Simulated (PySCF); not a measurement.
Spin states and ions at one geometry of Bi2O2Cl2

PySCF 2.14.0, RKS BP86, Bi def2-SVP with ECP60, O def2-SVP, Cl def2-SVP; non-relativistic Hamiltonian with scalar-relativistic core potentials where named; density fitting; no spin-orbit coupling; singlets restricted, open shells unrestricted. The geometry is relaxed for charge 0, singlet, vacuum:

```xyz
6

Bi    0.0000    0.7106    1.6164
Bi    0.0000    0.7106   -1.6164
O     1.4011    0.6975    0.0000
O    -1.4011    0.6975    0.0000
Cl    0.0000   -1.6918    2.3255
Cl    0.0000   -1.6918   -2.3255
```

Energies count from the relaxed state; an electron taken off or put on is at rest in vacuum. Charges and spins are Mulliken's.

Task: Order these states by energy, lowest first.
A. charge 0, singlet, vacuum
B. charge 0, triplet, vacuum
C. charge +1, doublet, vacuum
D. charge -1, doublet, vacuum

Result: D (-1.12 eV), A (0.00 eV), B (3.37 eV), C (9.29 eV).

Task: How do charge and spin on the first atom follow?

Result: 
```json
{"state": "charge 0, singlet, vacuum", "spin squared": "0.00", "charge on Bi1 (e)": "0.94", "spin on Bi1 (e)": "0.00", "dipole about the centre of mass (D)": "5.73"}
{"state": "charge 0, triplet, vacuum", "spin squared": "2.01", "charge on Bi1 (e)": "0.73", "spin on Bi1 (e)": "0.46", "dipole about the centre of mass (D)": "4.79"}
{"state": "charge +1, doublet, vacuum", "spin squared": "0.75", "charge on Bi1 (e)": "1.14", "spin on Bi1 (e)": "0.00", "dipole about the centre of mass (D)": "3.10"}
{"state": "charge -1, doublet, vacuum", "spin squared": "0.75", "charge on Bi1 (e)": "0.53", "spin on Bi1 (e)": "0.51", "dipole about the centre of mass (D)": "6.26"}
```

With an electron taken off (doublet) the charges change, summed by element, by Bi +0.40 e, O +0.19 e, Cl +0.41 e. The vertical ionisation energy is 9.29 eV, against −ε(HOMO) = 6.65 eV of the relaxed state. The level lies 2.6 eV too high, as is usual for semilocal functionals and global hybrids, which keep a self-interaction error.

With an electron put on (doublet) the charges change, summed by element, by Bi -0.81 e, O +0.04 e, Cl -0.22 e. The vertical electron affinity is 1.12 eV, against −ε(LUMO) = 3.43 eV of the relaxed state. The basis has no diffuse functions, which an added electron needs. The added electron's level lies above zero.

Open shells may have lower solutions than those found. Hard to converge, so the more doubtful: charge 0, triplet, vacuum; charge +1, doublet, vacuum.
